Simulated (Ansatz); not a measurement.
Ideal-gas functions of CdH+ (`[CdH+]`) at 500 K and 1 bar, from an Ansatz frequency run at PBE0-D4/def2-TZVP.

Molar mass 113.42 g/mol, point group C∞v (symmetry number 1), electronic degeneracy 1, moments of inertia 2.764 u Å². Harmonic wavenumbers (cm⁻¹, unscaled): 1812.

Use S(trans) = R[1.5 ln M + 2.5 ln T − 1.1517]; rotational temperatures θ = 24.2544 K / I; S(rot) = R[ln(T/σθ) + 1]; for each mode x = 1.438777 ν̃/T, S = R[x/(eˣ − 1) − ln(1 − e⁻ˣ)] and H = RT x/(eˣ − 1); 1 cm⁻¹ = 0.0119627 kJ/mol; R = 8.31446 J/(mol·K).

Q: By hand: the entropy, in J/(mol·K).

A: Translation 178.6. Rotation: θ = 8.7751 K, giving 41.9. Vibration, mode by mode: 0.28, in all 0.3. Electronic 0.0. Sum 220.8 J/(mol·K).

Q: By hand: H − E and G − E in kJ/mol, counted from the electronic energy.

A: Zero-point energy ½ × 1812 × 0.0119627 = 10.8; thermal vibration 0.1; translation, rotation and pV give 3.5 RT = 14.6. H − E = 25.5 kJ/mol, and G − E = 25.5 − 500 × 220.8/1000 = -84.9 kJ/mol.

Vibration gives 0 % of the entropy; all modes have x over 3 and are hardly excited.
